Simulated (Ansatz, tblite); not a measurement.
Removing an electron: GeH3(NHtBu) (C₄H₁₃GeN). The state is a singlet with charge 0. Geometry: r2SCAN-D4/def2-SVP. Ansatz, gas phase; energy differences of separate SCF runs; the oxidised species was run as a doublet alone.

| atom | x (Å) | y (Å) | z (Å) |
| --- | --- | --- | --- |
| Ge1 | 1.2529 | 1.8886 | 0.9061 |
| H2 | 2.7357 | 2.0056 | 1.2876 |
| H3 | 0.8596 | 3.0163 | -0.0595 |
| H4 | 0.3845 | 2.0229 | 2.1814 |
| N5 | 1.1197 | 0.2644 | 0.0473 |
| C6 | -0.1528 | -0.4160 | -0.2368 |
| C7 | -1.1385 | 0.6025 | -0.8153 |
| C8 | 0.1305 | -1.5044 | -1.2800 |
| C9 | -0.7509 | -1.0567 | 1.0277 |
| H10 | 1.8152 | -0.3986 | 0.3884 |
| H11 | -2.0796 | 0.1098 | -1.1039 |
| H12 | -1.3907 | 1.3829 | -0.0767 |
| H13 | -0.7116 | 1.0937 | -1.7036 |
| H14 | 0.5527 | -1.0570 | -2.1927 |
| H15 | -0.7871 | -2.0549 | -1.5430 |
| H16 | 0.8598 | -2.2344 | -0.8901 |
| H17 | -0.9573 | -0.2921 | 1.7941 |
| H18 | -0.0474 | -1.7884 | 1.4591 |
| H19 | -1.6947 | -1.5841 | 0.8099 |

The xTB rows come from tblite.

(1) Estimate orbital energies and vertical ionisation energies at: GFN1-xTB; GFN2-xTB; PBE-D4/def2-TZVP; revPBE-D4/def2-TZVP; PBE0-D4/def2-TZVP.

Results:

(1) 
| level | −HOMO (eV) | vertical IE (eV) | −LUMO (eV) | HOMO–LUMO gap (eV) |
| --- | --- | --- | --- | --- |
| GFN1-xTB | 10.95 | 14.07 | 5.95 | 5.00 |
| GFN2-xTB | 9.88 | 13.12 | 3.15 | 6.72 |
| PBE-D4/def2-TZVP | 5.20 | 8.29 | 0.26 | 4.94 |
| revPBE-D4/def2-TZVP | 5.15 | 8.33 | 0.13 | 5.02 |
| PBE0-D4/def2-TZVP | 6.55 | 8.41 | -0.55 | 7.10 |

 Raw xTB energy differences between charge states are shifted by several eV; the methods need an empirical correction for them.
